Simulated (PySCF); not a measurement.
ClH5N2OSi. Atoms are numbered in the order given.

```xyz
10

N     -1.1816     1.4385     0.3654
Si    -0.0634     0.1623     0.3263
N      1.4748     0.7837     0.7221
O     -0.7505    -1.0045     1.2825
Cl     0.2680    -0.7708    -1.5179
H     -0.9644     2.3315    -0.0577
H     -2.1757     1.2534     0.4111
H      2.3200     0.3572     0.3650
H      1.6224     1.2785     1.5936
H     -0.5194    -1.9083     1.0507
```

Geometry: PBE0-D3(BJ)/def2-SVP. This is a generated structure with no PubChem entry under its InChIKey; it may be hypothetical. One conformer was computed; it need not be the lowest.

Method: PBE0-D3(BJ)/def2-SVP in PySCF.

Frequencies are harmonic and unscaled.

Q: List the normal modes with their intensities. (Estimate from the structure and the level; the computed values follow.)

A: 
```csv
mode,ν (cm⁻¹),IR (km/mol),Raman (Å⁴/amu),depolarisation,moving atoms (share of kinetic energy)
1,159,21.6,2.6,0.72,"H 47 %, N 24 %, O 16 %, Cl 12 %"
2,191,9.1,1.8,0.72,"N 37 %, H 28 %, Cl 17 %, O 15 %"
3,252,1.0,0.1,0.72,H 80 %
4,266,49.9,0.5,0.58,"H 65 %, N 23 %"
5,284,23.9,1.4,0.70,"N 25 %, H 23 %, Si 21 %, O 19 %, Cl 12 %"
6,301,69.4,3.2,0.52,"H 46 %, O 20 %, Cl 17 %, Si 9 %, N 8 %"
7,334,1.6,3.4,0.72,"H 50 %, N 18 %, O 15 %, Si 12 %"
8,357,165.9,0.9,0.40,"H 44 %, N 35 %, O 13 %"
9,387,202.6,1.7,0.17,"H 69 %, N 25 %"
10,434,15.1,1.3,0.75,"H 86 %, N 11 %"
11,513,131.3,3.9,0.06,"Si 41 %, Cl 37 %, N 9 %, H 9 %"
12,777,41.8,2.8,0.03,"H 60 %, O 23 %, N 16 %"
13,801,26.3,6.1,0.08,"N 47 %, H 40 %"
14,826,43.8,1.4,0.38,"H 69 %, N 18 %, O 8 %"
15,856,265.9,2.1,0.22,"H 57 %, N 15 %, O 15 %, Si 13 %"
16,967,187.2,2.9,0.37,"Si 44 %, N 31 %, H 21 %"
17,977,197.2,1.3,0.70,"Si 49 %, O 20 %, N 18 %, H 13 %"
18,1525,117.4,2.9,0.74,"H 87 %, N 12 %"
19,1530,36.3,4.1,0.75,"H 88 %, N 11 %"
20,3627,44.6,106.1,0.15,H 96 %
21,3635,43.2,115.4,0.10,H 96 %
22,3736,43.5,74.9,0.75,"H 91 %, N 9 %"
23,3744,51.2,59.3,0.75,"H 91 %, N 9 %"
24,3940,100.2,67.9,0.27,H 94 %
```
